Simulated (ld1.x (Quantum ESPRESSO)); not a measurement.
## Transferability test, ultrasoft potential for In (Z = 49)

In, ultrasoft, made with ld1.x (Quantum ESPRESSO) 7.5 (PBE, fully relativistic). Core [Kr] 4d10, reference 5s2 5p1. Waves: 5s (bound): rcut 1.70, rcutus 2.15 bohr; 5s channel at -0.15 Ry: rcut 1.70, rcutus 2.15 bohr; 5p (bound): rcut 2.00, rcutus 2.50 bohr; 5p channel at 2.95 Ry: rcut 2.00, rcutus 2.50 bohr; 5d channel at -0.1 Ry: rcut 2.40, rcutus 2.85 bohr; 5d channel at 2.55 Ry: rcut 2.40, rcutus 2.85 bohr. Local part: all-electron potential smoothed inside 1.80 bohr (lloc = -1). Core correction: a·sin(br)/r model core inside 1.28 bohr. Augmentation charge: PSQ, radius 1.85 bohr.

Open shells are filled in proportion to 2j + 1 (rel_dist='average').

Energies are relative to the spin-unpolarised reference configuration 5s2 5p1; without spin polarisation the order of configurations can differ from experiment.

| valence configuration | charge | ΔE all-electron (eV) | error AE − PS (meV) |
| --- | --- | --- | --- |
| 5s2 5p0 | +1 | 5.374 | -17 |
| 5s1 5p0 | +2 | 24.609 | -243 |
| 5s2 5p0.5 | +0.5 | 1.945 | -2.5 |
| 5s2 5p1.3 | -0.3 | -0.534 | -0.3 |
| 5s1 5p1 | +1 | 11.953 | -68 |
| 5s1 5p2 | 0 | 5.829 | -22 |

What are ΔE and the potential's error for 5s0 5p3?

ΔE = 11.921 eV all-electron; the error (AE − PS) is -85 meV.

Levels in the configuration 5s1 5p2:

```
   level  all-electron (eV)  pseudo (eV)
5s j=1/2             -9.193       -9.252
5p j=1/2             -3.452       -3.471
5p j=3/2             -3.113       -3.127
```

Note: ghost state, extra bound levels that the all-electron valence spectrum of the same l lacks: d5/2 at -2.33 eV. A true bound ghost makes a file unfit for plane-wave use.
